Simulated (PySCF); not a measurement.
## Ionisation energy of Ta⁶⁸⁺ by level of theory

Ta⁶⁸⁺ [He] 2s2 2p1 (2P) → Ta⁶⁹⁺ [He] 2s2 (1S), as a difference of total energies. All numbers are calculated (PySCF 2.14, no relativity, point nucleus, in an even-tempered Gaussian basis (17 s from 46 bohr⁻², ratio 2.2; 10 p from 59 bohr⁻², ratio 2.2; 5 d from 220 bohr⁻², ratio 2.4; 5 f from 330 bohr⁻², ratio 2.4; 4 g from 490 bohr⁻², ratio 2.4)). Correlated levels: nothing frozen; virtual orbitals above 40 to 60 times the deepest correlated orbital energy dropped. The calculations carry no spin-orbit coupling.

```csv
method,ionisation energy (eV)
UHF,16634.4
LDA,16624.3
PBE,16635.7
PBE0,16635.6
r2SCAN,16638.5
BP86,16638.2
r2SCAN0,16637.7
MP2 (all electrons),16630.9
SCS-MP2 (all electrons),16629.9
```

Problem. How much does correlation contribute at MP2 (all electrons)?

Solution. 16630.9 − (16634.4) = -3.5 eV, measured against UHF.

A first-order spin-orbit estimate (lowest level to lowest level, LS coupling) adds 626.4 eV.

The gap to the reference is mostly relativistic.

First order in ζ underestimates the shift of j = l − 1/2 levels at high Z.

For comparison: 18250 ± 50 eV (theoretical estimate listed by NIST; NIST Atomic Spectra Database, ionization energies).
